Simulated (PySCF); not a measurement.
Sn(vinyl)2(OMe)2, C6H12O2Sn.
Z-matrix (Å and degrees, PBE0-D3(BJ)/def2-SVP geometry), rows numbered from 1:
```
Sn
C   1  2.1198
C   2  1.3361  1  119.28
H   2  1.0958  1  120.02  3   179.51
H   3  1.0957  2  121.44  1    -0.52
H   3  1.0970  2  121.62  1   179.50
C   1  2.1203  2  120.42  3   124.79
C   7  1.3354  1  121.93  2   -26.89
H   7  1.0960  1  117.91  2   152.62
H   8  1.0962  7  122.51  1    -0.05
H   8  1.0971  7  121.72  1  -179.96
O   1  1.9930  2  100.19  3     1.14
C  12  1.3957  1  121.23  2  -178.55
H  13  1.1089 12  113.04  1   -60.66
H  13  1.1043 12  109.00  1  -179.52
H  13  1.1082 12  113.02  1    61.38
O   1  1.9877  2  113.11  3  -111.49
C  17  1.3973  1  120.81  2    51.52
H  18  1.1086 17  113.26  1   -52.34
H  18  1.1038 17  108.88  1  -171.49
H  18  1.1077 17  112.77  1    69.42
```

Computed with TDDFT CAM-B3LYP/def2-SVPD, vertical, gas phase, core orbitals frozen in the response, def2 core potentials past Kr (PySCF 2.14.0, density-fitted response routines). Spin–orbit coupling is left out.

Kohn–Sham orbitals with the atoms that hold most of them (Löwdin shares over 4%, at most four atoms; ? is withheld):

| orbital | ε (eV) | atoms |
| --- | --- | --- |
| HOMO-3 | -9.48 | C2 20%, C3 20%, O17 12%, O12 11% |
| HOMO-2 | -9.20 | O17 29%, O12 24%, C18 7%, C13 6% |
| HOMO-1 | -8.86 | ? |
| HOMO | ? | O17 36%, O12 30%, C18 8%, C13 6% |
| LUMO | 0.20 | ? |
| LUMO+1 | 0.42 | C3 23%, C2 20%, C8 13%, Sn1 10% |
| LUMO+2 | 0.79 | Sn1 33%, C2 10%, C7 9%, C8 7% |

Q: Give the leading atoms of the HOMO-1.

A: O12 (bonded to C and Sn) 39%; O17 (bonded to C and Sn) 24%; C13 (bonded to O and 3 H) 9%; C18 (bonded to O and 3 H) 6%. By element: oxygen 63%, carbon 15% or more.

Q: Give the leading atoms of the LUMO.

A: C8 (bonded to C and 2 H) 23%; C7 (bonded to C, Sn and H) 21%; Sn1 (bonded to 2 C and 2 O) 12%; C3 (bonded to C and 2 H) 11%. By element: carbon 54% or more, tin 12%.

Q: What is the HOMO energy, and the HOMO–LUMO gap?

A: ε(HOMO) = -8.82 eV; the gap is 9.02 eV (0.3316 hartree).

Q: The HOMO–LUMO gap is 9.02 eV. Where does the response calculation put the lowest singlet, and from which orbitals?

A: S1 is at 5.94 eV (f = 0.0016), 3.09 eV below the gap, made of HOMO-1→LUMO (34%), HOMO→LUMO+1 (22%), HOMO→LUMO+2 (15%). Its leading pair isn't HOMO and LUMO; the energies of that pair differ by 9.07 eV. Without the coupling terms of the response equations the lowest excitation would equal the gap.

Next come S2 at 5.97 eV (f 0.021), HOMO→LUMO (30%), HOMO-1→LUMO+1 (22%), HOMO-1→LUMO+2 (11%); S3 at 6.27 eV (f 0.0008), HOMO-1→LUMO+2 (21%), HOMO-4→LUMO (18%), HOMO-2→LUMO (14%); S4 at 6.32 eV (f 0.029), HOMO→LUMO+2 (22%), HOMO-4→LUMO+1 (18%), HOMO-2→LUMO+1 (11%); S5 at 6.41 eV (f 0.012), HOMO→LUMO (45%), HOMO-1→LUMO+1 (17%), HOMO-1→LUMO+2 (8%).

Löwdin shares depend on the basis, the more so with diffuse functions.

Hardware: one thread of an Arm Neoverse V1, no GPU, shared host with 32 logical CPUs at a one-minute load of 46. Cost: 4.4 min wall (with the writing of density and orbital grids), 1.8 GiB resident at most.

One conformer stands for the species.
